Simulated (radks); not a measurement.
Values are calculated unless marked as measured or tabulated.
Initial-state core-level shifts of the nickel ion Ni2+ when its valence configuration changes from [Ar] 3d8. Code: a radial shooting solver on a logarithmic mesh with Libxc functionals. Model: non-relativistic Kohn-Sham, PBE, spin-unpolarised, spherical densities, point nucleus. Shifts are changes of the shell-averaged eigenvalues in eV (positive: less bound); the change of the density at the nucleus, which sets a Mossbauer isomer shift, is in e/bohr^3, on a base of 1.495e+04.

valence,1s,2s,2p,3p,density at nucleus
3d7.5 4p0.5,-4.587,-4.986,-4.946,-4.352,+0.933
3d7.5 4s0.5,-3.867,-4.298,-4.257,-3.633,+5.327
3d6 4p2,-20.017,-21.965,-21.780,-18.409,+4.834
3d6 4s2,-17.356,-19.369,-19.194,-15.773,+25.800
3d7 4p1,-9.467,-10.325,-10.240,-8.892,+2.050
3d7 4s1,-8.060,-8.970,-8.887,-7.491,+11.378
3d6.5 4p1.5,-14.617,-15.992,-15.858,-13.587,+3.351
3d5.5 4s2 4p0.5,-23.098,-25.718,-25.491,-20.810,+28.892
3d6.5 4s0.5 4p1,-13.942,-15.338,-15.206,-12.916,+8.398
